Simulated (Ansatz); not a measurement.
Gas-phase reaction (SMILES): SC1CCCCC1 -> SC1[CH]CCCC1 + H atom; the C-H bond at the site shown breaks (other sites are not compared here).

Each molecule is optimised on its own at B3LYP-D3(BJ)/def2-TZVP (Ansatz, a first-principles code), one conformer each, not searched for the lowest. Cores are frozen in the correlated levels unless marked. UHF or UKS for open shells. Spin-orbit coupling is left out. Non-relativistic. Basis-set limits of correlation are two-point, X^-3; Hartree-Fock from the larger set. [CCSD(T)-MP2]/basis is that difference in the basis named. Thermal terms are rigid-rotor harmonic-oscillator values from B3LYP-D3(BJ) frequencies (Ansatz) at 298.15 K and 1 atm. 1 Eh = 627.5095 kcal/mol. Atoms have translation alone.

```tsv
species	E, RI-MP2/CBS(cc-pV(T+d)Z,cc-pV(Q+d)Z)+[CCSD(T)-MP2]/cc-pV(T+d)Z (Ansatz) (Eh)	E, r2SCAN-D4/def2-TZVPD (Ansatz + dftd4) (Eh)	H - E (Eh)
SC1CCCCC1	-633.33106	-633.99326	0.17762
SC1[CH]CCCC1	-632.65292	-633.32748	0.16359
H atom	-0.49995	-0.49993	0.00236
```

Work out ΔE and ΔH at 298.15 K at the first level, then ΔH at the second.


1. ΔE = [(-632.65292) + (-0.49995)] - [(-633.33106)] = 0.17819 Eh = 111.8 kcal/mol at RI-MP2/CBS(cc-pV(T+d)Z,cc-pV(Q+d)Z)+[CCSD(T)-MP2]/cc-pV(T+d)Z.
2. The terms H - E add up to -0.01167 Eh, so ΔH = (0.17819 + (-0.01167))×627.5095 = 104.5 kcal/mol.
3. At r2SCAN-D4/def2-TZVPD the same steps give ΔE = 104.1 and ΔH = 96.7 kcal/mol, a shift of -7.8 from the first level.
4. These values are not checked against measurement here, since the tables used lack a sound gas-phase enthalpy of formation for at least one species.
